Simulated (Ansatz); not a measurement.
```yaml
crystal:
  periodic: [false, false, false]
  atoms:
    - {symbol: C, position_ang: [-1.074961, 1.043085, 0.001289]}
    - {symbol: C, position_ang: [-0.404810, 0.009068, 0.067437]}
    - {symbol: N, position_ang: [-0.512264, -1.630564, 0.103267]}
    - {symbol: B, position_ang: [1.210696, 0.275410, -0.446464]}
    - {symbol: F, position_ang: [2.290815, -0.637693, -0.087685]}
    - {symbol: H, position_ang: [-0.706978, 1.980419, -0.184494]}
    - {symbol: H, position_ang: [-2.521912, 0.640995, 0.038454]}
    - {symbol: H, position_ang: [0.296708, -2.098896, 0.388849]}
    - {symbol: H, position_ang: [-1.143072, -1.297358, 0.677008]}
    - {symbol: H, position_ang: [1.913823, 1.584365, -0.346406]}
basis:
  gaussian: {orbitals: x2c-TZVPPall, final_grid: {core_spheres: 1, valence_spheres: 1, degree: 3}}
hamiltonian: {xc: {name: r2SCAN}}
accuracy: high
output: {forces: true}
```

```sh
$ ansatz run in.yaml --threads 2 --pin off --events-out ev --progress --plain --max-ram 4352MiB
```

It prints (some lines left out):

```
Functional definition: r2SCAN
4000 factors; integrals over basis functions are off by at most 1.3e-8 eV
mean field evaluation 1: about -7024.9059 eV, gradient 7.4e1 eV
mean field evaluation 2: about -6975.3306 eV, gradient 1.3e2 eV
mean field evaluation 4: about -7036.1478 eV, gradient 1.4e1 eV
mean field evaluation 8: about -7036.7122 eV, gradient 3.5e-1 eV
mean field -7333.88733054 eV, -269.5153883098 hartree, gradient 2.4e-8 eV, S^2 0.000000; 0 other end points of the search recorded, 0 dependent functions left out
reference -7333.88733104 eV, -269.5153883284 hartree; 19, 19 occupied and 206, 206 virtual orbitals, 4000 factors
Total energy: -7333.88733104 eV, -269.5153883284 hartree
Relativity: scalar
Atom 0 at    -1.074961     1.043085     0.001289 Å, force   231.709311  -476.259477     6.625950 eV/Å
Atom 1 at    -0.404810     0.009068     0.067437 Å, force  -239.730741   362.061761  -112.948527 eV/Å
Atom 2 at    -0.512264    -1.630564     0.103267 Å, force    -8.032078    31.425429    35.113915 eV/Å
Atom 3 at     1.210696     0.275410    -0.446464 Å, force     1.842828   183.168980   115.808937 eV/Å
Atom 4 at     2.290815    -0.637693    -0.087685 Å, force    -6.794508  -122.596367   -54.365892 eV/Å
Atom 5 at    -0.706978     1.980419    -0.184494 Å, force    30.704442    -8.148011    -1.904842 eV/Å
Atom 6 at    -2.521912     0.640995     0.038454 Å, force    19.095496     2.614821     2.629244 eV/Å
Atom 7 at     0.296708    -2.098896     0.388849 Å, force    -2.139807     5.429714     1.627950 eV/Å
Atom 8 at    -1.143072    -1.297358     0.677008 Å, force    26.211779    38.092661    10.564456 eV/Å
Atom 9 at     1.913823     1.584365    -0.346406 Å, force   -52.866722   -15.789511    -3.151191 eV/Å
Dipole moment:     1.133458    -0.025485    -0.682386 e Å
```

Question: Something in this input is off. What?

Answer: The integration grid is far too coarse. The calculation finished and met its thresholds. The result belongs to that input, not to the molecule as meant.
